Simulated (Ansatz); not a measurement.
Input for Ansatz (a program for electronic structure): R-BHLYP/def2-TZVPPD on HBr (SMILES Br) with ghost functions. Files ending in .json are basis or fitting sets from the Basis Set Exchange.

Ansatz 0.2 input:
```yaml
crystal:
  periodic: [false, false, false]
  atoms:
    - {symbol: Br, position_ang: [0.17720384, -0.30934115, 3.68880181]}
    - {symbol: H, position_ang: [0.25518568, -0.59205068, 2.28870899]}
basis:
  gaussian:
    orbitals: def2-TZVPPD.json
    ghost_atoms:
      - {symbol: Cl, position_ang: [0.53481538, -0.46597293, -0.22561594]}
      - {symbol: H, position_ang: [0.80026747, 0.78567606, -0.12357310]}
hamiltonian:
  xc: {name: BHLYP}
scf: {lower_state_search: off}
```

The log:

```
WARN ansatz: RAYON_NUM_THREADS=2 ignored (pool sized by the plan → 2); use --threads N
Functional definition: BHLYP
these checks for a lower state are left out or cut short: stability, starts, cluster_reference, orbital_swaps, neighbouring_geometries, increment
integrals: 0.06 GiB planned
930 factors; their error is unknown
mean field: 0.49 GiB planned
mean field evaluation 1: about -70061.6976 eV, gradient 6.6e0 eV
mean field evaluation 2: about -70061.8116 eV, gradient 4.2e0 eV
mean field evaluation 4: about -70061.8568 eV, gradient 1.4e-1 eV
mean field evaluation 8: about -70062.4998 eV, gradient 1.2e-1 eV
mean field evaluation 16: about -70062.4998 eV, gradient 1.5e-6 eV
mean field -70062.49980333 eV, -2574.7493777044 hartree, gradient 1.5e-6 eV, S^2 0.000000; 0 other end points of the search recorded, 0 dependent functions left out
reference -70062.49992892 eV, -2574.7493823197 hartree; 18, 18 occupied and 124, 124 virtual orbitals, 930 factors
Total energy: -70062.49992892 eV, -2574.7493823197 hartree
Checks for a lower state left out: stability, starts, cluster_reference, orbital_swaps, neighbouring_geometries, increment
```

The calculation finished and met its thresholds.

Cost: about 2.2 core-seconds (a rough figure).
